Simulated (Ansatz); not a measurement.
Two isomers of C3H7NOSi: A = `C#COC(N)[SiH3]`, B = `C[SiH2]C1N=CO1`.

Gas-phase electronic energies from Ansatz, PBE0-D4/def2-TZVP geometries. CBS: MP2 limit from def2 TZ/QZ plus the TZ coupled-cluster correction, frozen cores. DFT in def2-TZVPP. B3LYP here is the variant with VWN-RPA as its local correlation; programs differ in this. One conformer a species, not always the lowest.

(1) Which is lower in electronic energy at CCSD(T)/CBS, and by how much? (An estimate is asked.)

(2) Give E(B) − E(A) in kJ/mol with HF/def2-TZVPP, CCSD(T)/def2-TZVPP, PBE-D4, B3LYP, CCSD(T)/def2-SVP, B2PLYP, PBE0-D4. (Best estimate.)

(3) Does the order hold for the free energy at 298.15 K (harmonic terms from PBE0-D4)? (An estimate is asked.)

Largest T1 diagnostic: 0.014.

Results:

(1) Ansatz gave: B, by 147.0 kJ/mol.

(2) The calculation gave: HF/def2-TZVPP -127.5, CCSD(T)/def2-TZVPP -150.5, PBE-D4 -154.3, B3LYP -133.2, CCSD(T)/def2-SVP -148.2, B2PLYP -138.7, PBE0-D4 -158.3. None reverses the order clearly.

(3) The calculation gave: Yes: G(B) − G(A) = -137.5 kJ/mol, for one conformer each. Modes under 60 cm⁻¹, often nearly free rotors, make the harmonic entropy too high.

From BLYP to BHLYP (50 % exact exchange), in def2-TZVPP and without D4, E(B) − E(A) moves by −7.2 kJ/mol. In def2-TZVPP, CCSD(T) changes the Hartree–Fock value by −23.0 kJ/mol (the triples alone add −3.0 kJ/mol) and MP2 by −23.1 kJ/mol.
